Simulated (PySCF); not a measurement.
Excitation energy of Bi⁺ by level of theory

Bi⁺ [Xe] 4f14 5d10 6s2 6p2 (3P) → Bi⁺ [Xe] 4f14 5d10 6s1 6p2 7s1 (5P), as a difference of total energies. Calculation: PySCF 2.14, in aug-cc-pVQZ-PP with one added diffuse shell each of s, p, d, f, g type with ECP60MDF (8s8p6d4f3g, 117 functions); a scalar-relativistic core potential. Correlated levels: valence: 5s2 5p6 5d10 frozen. The calculations carry no spin-orbit coupling.

```
           method  excitation energy (eV)
              UHF                  15.049
              LDA                  17.458
              PBE                  17.055
             PBE0                  16.818
           r2SCAN                  16.957
             MN15                  17.530
          LC-wPBE                  16.852
           revPBE                  16.946
    MP2 (valence)                  15.797
SCS-MP2 (valence)                  16.116
```

Task: How much does correlation contribute at MP2 (valence)?

Result: 15.797 − (15.049) = 0.748 eV, measured against UHF.

Spin-orbit coupling is strong in these open shells (close to jj coupling). The scalar numbers leave it out and a first-order estimate fails, so it can dominate the gap to the real levels.

The upper state lies above the first ionisation limit. A Rydberg-like electron needs more diffuse functions than a valence basis has.

The promoted electron is Rydberg-like, and one or two diffuse shells describe it only roughly, which tends to raise the upper state.
